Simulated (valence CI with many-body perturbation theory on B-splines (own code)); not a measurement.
**Level structure of Pt5+**

Computed by relativistic CI+MBPT: five valence electrons over a frozen Dirac-Fock core [Xe] 4f14, a basis of 7 s, 7 p, 8 d, 6 f, 4 g, 1 h functions for each j, with the one-electron correlation potential Σ1, the two-electron term Σ2, the three-electron term Σ3, Breit, model QED; selected CI, second order for the rest, scaled by the run's own slope (own B-spline code, finite nucleus).

No measured spectrum was set against this ion. As an estimate, terms of the open shell hold to 2 to 4 % of their energy, and close levels can change places; different configurations can be misplaced against each other by 1,000 to 8,000 cm⁻¹. Among the levels kept, up to 680 cm⁻¹ of a level comes from second order outside the variational space, and about a tenth of that is noise between levels of different J, which matters for small intervals. Only levels of the ground parity were solved; by the run's estimate the other parity begins above the list, which can be wrong where configurations are misplaced.

Levels 1 to 32 of 32, with energies above the lowest level, 5d⁵ ⁶S_5/2. "Leading %" is the weight of the configuration and term that name the level; weights of strongly mixed levels are sums over their largest components and can fall short, so below about 35 % the name and the second component can differ from the true leading terms, or belong to a minority configuration. Lifetimes count E1, E2, E3, M1 and M2 decay at the calculated energies, and are blank where another channel may lead or the interval is too uncertain; long ones can be off by a factor of two.

```
No.  Configuration  Term     J  E (eV)  Leading %  Lifetime  Second component      g
  1            5d⁵    ⁶S   5/2  0.0000         80                 15 % 5d⁵ ⁴P  1.911
  2            5d⁵    ⁴G   5/2   2.244         29   25.6 ms       22 % 5d⁵ ²F  1.034
  3            5d⁵    ⁴G   7/2   3.078         60   98.7 ms       15 % 5d⁵ ⁴D  1.097
  4            5d⁵    ⁴D   3/2   3.212         47   13.0 ms       40 % 5d⁵ ⁴P  1.348
  5            5d⁵    ⁴G  11/2   3.279         72                 19 % 5d⁵ ²H  1.211
  6            5d⁵    ⁴G   5/2   3.376         39   18.2 ms       30 % 5d⁵ ⁴D  1.083
  7            5d⁵    ⁴G   9/2   3.444         79    1.30 s        9 % 5d⁵ ⁴F  1.168
  8            5d⁵    ⁴P   1/2   3.712         58    322 ms       33 % 5d⁵ ⁴D  1.712
  9            5d⁵    ⁴D   7/2   4.201         59   45.4 ms       24 % 5d⁵ ⁴G  1.281
 10            5d⁵    ²D   5/2   4.447         34   12.5 ms       27 % 5d⁵ ⁴D  1.266
 11            5d⁵    ²I  11/2   4.838         69   37.4 ms       19 % 5d⁵ ⁴G  1.008
 12            5d⁵    ⁴D   1/2   4.863         65   24.0 ms       29 % 5d⁵ ⁴P  0.877
 13            5d⁵    ²F   7/2   5.010         39   60.6 ms       24 % 5d⁵ ²G  1.125
 14            5d⁵    ⁴D   3/2   5.021         40   17.6 ms       31 % 5d⁵ ⁴P  1.258
 15            5d⁵    ²G   9/2   5.251         49   39.0 ms       24 % 5d⁵ ⁴F  1.157
 16            5d⁵    ⁴F   3/2   5.314         54   8.47 ms       24 % 5d⁵ ²D  0.772
 17            5d⁵    ²I  13/2   5.357         99    196 ms                    1.077
 18            5d⁵    ²F   5/2   5.572         35   9.02 ms       23 % 5d⁵ ⁴F  1.019
 19            5d⁵    ²H   9/2   6.269         51   9.08 ms       45 % 5d⁵ ⁴F  1.107
 20            5d⁵    ⁴F   5/2   6.311         37   7.26 ms       27 % 5d⁵ ²F  1.092
 21            5d⁵    ²G   7/2   6.397         55   35.7 ms       32 % 5d⁵ ²F  1.015
 22            5d⁵    ²F   5/2   6.754         44   6.66 ms       20 % 5d⁵ ²D  1.078
 23            5d⁵    ²D   3/2   6.847         58   15.4 ms       32 % 5d⁵ ⁴F  0.734
 24            5d⁵    ²F   7/2   7.014         64   9.34 ms       26 % 5d⁵ ²G  1.082
 25            5d⁵    ²S   1/2   7.309         76   8.76 ms       12 % 5d⁵ ⁴P  1.943
 26            5d⁵    ⁴F   7/2   7.399         45   8.01 ms       32 % 5d⁵ ²F  1.184
 27            5d⁵    ²G   9/2   7.602         46   15.3 ms       31 % 5d⁵ ²H  1.093
 28            5d⁵    ²H  11/2   7.628         69   6.14 ms       22 % 5d⁵ ²I  1.067
 29            5d⁵    ²D   3/2   8.276         83   4.95 ms        9 % 5d⁵ ⁴D  0.831
 30            5d⁵    ²D   5/2   8.519         57   4.68 ms       29 % 5d⁵ ²F  1.094
 31            5d⁵    ²D   5/2   9.032         58   5.43 ms       26 % 5d⁵ ²F  1.113
 32            5d⁵    ²G   9/2   9.155         94   9.78 ms                    1.111
```

Names give the largest LS component (configuration and term), which can be under half, so a name can repeat, a term be missing and a line seem to break the LS rules; names also repeat where a configuration has a term twice.

The ionisation energy to 5d⁴ ⁵D0 of the next ion comes out as 75.185 eV (NIST: 75 ± 2 eV (theoretical)). All 32 levels together are meant to be complete up to 9.329 eV.
